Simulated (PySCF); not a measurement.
# Predicted spectroscopic data

Method: shielding tensors at PBE0/pcSseg-1 (GIAO), GFN2-xTB geometry, spin–spin couplings from B3LYP/pcJ-1, in PySCF 2.14 (single conformer, rapidly exchanging positions averaged, non-relativistic Hamiltonian, in vacuum).

References, each an isolated molecule treated in the same way: TMS for ¹H (σref 31.72), ¹³C (σref 186.93). Multiplet labels drop J under 1 Hz and among equivalent protons, and merge close values. Unscaled 3J(H,H) run several per cent high. Splittings of carbon signals by F and P are missing where no couplings were computed. Where no couplings were computed, multiplicities follow the n + 1 count of equivalent neighbours, and m marks all less simple cases (inequivalent or close neighbours, rings, F or P nearby). One-bond C–F couplings are unscaled and too large by tens of Hz. Shifts are as computed. Against solution values, carbons near 30 ppm lie about +3 ppm off and those near 130 ppm about +5 ppm. Of 1211 compounds with measured shifts, 218 miss one by over three times the rms of a fit or turn the order of signals round; such compounds aren't used in these exercises.

**1.** `FC1=C(F)OC1`, C$_{3}$H$_{2}$F$_{2}$O. ¹H NMR (600 MHz, computed): δ 4.72 (dd, J = 11.3, 5.0 Hz, 2H). ¹³C{¹H} NMR (computed): δ 145.9 (dd, J = 425.2, 2.1 Hz), 119.1 (dd, J = 387.0, 5.0 Hz), 68.1 (dd, J = 12.6, 8.2 Hz).

**2.** SMILES O(C1=NN(CC#C)N=C1)C, C$_{6}$H$_{7}$N$_{3}$O. ¹H NMR (600 MHz, computed): δ 7.14 (s, 1H), 5.03 (d, 2H), 4.11 (s, 3H), 1.82 (t, 1H). ¹³C{¹H} NMR (computed): δ 169.6 (C), 124.7 (CH), 83.0 (C), 81.4 (CH), 58.0 (CH3), 45.8 (CH2).

**3.** SMILES C[C@H]1C(=O)C=C(F)C1=O, C$_{6}$H$_{5}$FO$_{2}$. ¹H NMR (600 MHz, computed): δ 6.70 (m, 1H), 2.62 (m, 1H), 1.31 (d, 3H). ¹³C{¹H} NMR (computed): δ 203.6, 203.3, 184.1, 133.3, 50.8, 15.3.
